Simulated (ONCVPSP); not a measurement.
## What the settings do to the ONCV potential of Cd (Z = 48)

Base potential:

| Property | Result |
| --- | --- |
| Element | Cd |
| Generator | ONCVPSP 4.0.1 |
| Type | optimised norm-conserving Vanderbilt (ONCV) |
| Functional | PBE |
| Relativity | scalar-relativistic |
| Frozen core | [Ar] 3d10 |
| Valence charge | 20 |
| Reference configuration | 4s2 4p6 4d10 5s2 |
| Partial waves | 4s+5s: rc 1.45 bohr, ncon 4, nbas 8, qcut 9.6 1/bohr, 2 projectors; 4p: rc 1.40 bohr, ncon 5, nbas 10, qcut 9.6 1/bohr, 2 projectors, debl 3.3 Ha; 4d: rc 1.60 bohr, ncon 4, nbas 9, qcut 11.8 1/bohr, 1 projector |
| Local potential | polynomial inside 0.90 bohr (lpopt 5, dvloc0 0 Ha) |
| Core correction | none |

Cutoffs, loose and tight: the cutoffs (Ha) at which the residual kinetic energy of the hardest occupied pseudo-wave falls to 1 and 0.1 mHa per electron. They do not see the model core or the augmentation charge, which bear on the density cutoff. Test errors are all-electron minus pseudo excitation energies from the reference, over the configurations 4s2 4p6 4d10 5s1; 4s2 4p6 4d10 5s0; 4s2 4p6 4d9 5s0; 4s2 4p6 4d9 5s2 5p1. A dash means not determined; rows that change the core or the reference have their own tests.

```tsv
change	outcome	cutoff, loose	cutoff, tight	bound ghosts	GHOST(+) flags above zero	largest test error (meV)
base	generated	38 Ha	46 Ha	none	s	-7.3
core correction Teter function fitted to the true core (icmod 2), fcfact 0.75	generated	38 Ha	46 Ha	none	s	-7.9
all radii scaled by about 1.19 (s 1.72, p 1.66, d 1.90 bohr); local potential polynomial inside 1.06 bohr (lpopt 5, dvloc0 0 Ha)	generated	28 Ha	33 Ha	none	s	-15
d: nproj 2	generated	38 Ha	46 Ha	none	s	-10
local potential polynomial inside 0.90 bohr (lpopt 5, dvloc0 2 Ha)	generated	38 Ha	46 Ha	none	s	-7.5
s: qcut 7.1; p: qcut 7.1; d: qcut 8.8	generated	30 Ha	73 Ha	none	s	-12
p: qcut 11.5	generated	44 Ha	52 Ha	none	s	-7.4
```

Q: What comes out with this change to the base: p: rc 1.1?

A: outcome: generated; cutoff, loose: 46 Ha; cutoff, tight: 230 Ha; bound ghosts: none; GHOST(+) flags above zero: s; largest test error (meV): -7.5.
